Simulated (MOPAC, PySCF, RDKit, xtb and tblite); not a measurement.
Relaxed torsion scan: SMILES CC(C)C[Si](Cl)(Cl)Cl. Scanned: dihedral C1–C2–C4–Si5; all other coordinates were relaxed at GFN2-xTB.

Geometry of the scan point at 90° (Å):
```
17

C     -1.0131    -0.9663     0.6640
C     -0.5755     0.4547     0.3165
C     -1.7276     1.2511    -0.2826
C      0.6840     0.4293    -0.5740
Si     0.4789     0.3776    -2.4728
Cl    -0.8089    -1.0518    -3.1062
Cl     2.3066    -0.0500    -3.2551
Cl    -0.1087     2.1604    -3.2292
H     -0.2155    -1.5012     1.1739
H     -1.2772    -1.5150    -0.2368
H     -1.8813    -0.9443     1.3183
H     -0.2876     0.9436     1.2556
H     -1.4030     2.2509    -0.5588
H     -2.1251     0.7565    -1.1649
H     -2.5316     1.3427     0.4443
H      1.3051    -0.4122    -0.2625
H      1.2700     1.3269    -0.3567
```

GFN2-xTB (xtb and tblite); MMFF94 // GFN2-xTB (RDKit); UFF // GFN2-xTB (RDKit); PM3, restricted, heats of formation // GFN2-xTB (MOPAC); RKS-B3LYP/6-31G* = restricted B3LYP/6-31G*, spherical d, density fitting // GFN2-xTB run with PySCF.

Least-squares fit of E(φ) = a0 + Σ (a_n cos nφ + b_n sin nφ), n = 1 to 4, to the 12 scan points, in kJ/mol above the lowest point of each profile (levels whose profile four harmonics don't fit are not listed):

```csv
method,a0,a1,b1,a2,b2,a3,b3,a4,b4,rms of fit
GFN2-xTB,7.00,1.47,2.59,1.22,-1.68,6.28,0.52,-0.35,-0.37,0.84
MMFF94,12.53,5.03,8.96,4.45,-6.24,9.47,1.13,-0.33,0.19,0.62
UFF,15.02,5.00,8.98,3.88,-5.22,12.30,1.52,-0.71,-0.49,1.53
PM3,6.34,2.50,4.50,1.21,-1.77,4.30,0.43,-0.41,-0.62,0.56
RKS-B3LYP/6-31G*,8.90,3.36,6.16,1.34,-1.66,6.10,0.90,-0.35,-0.21,0.86
```

MMFF94 has few fitted parameters for silicon.
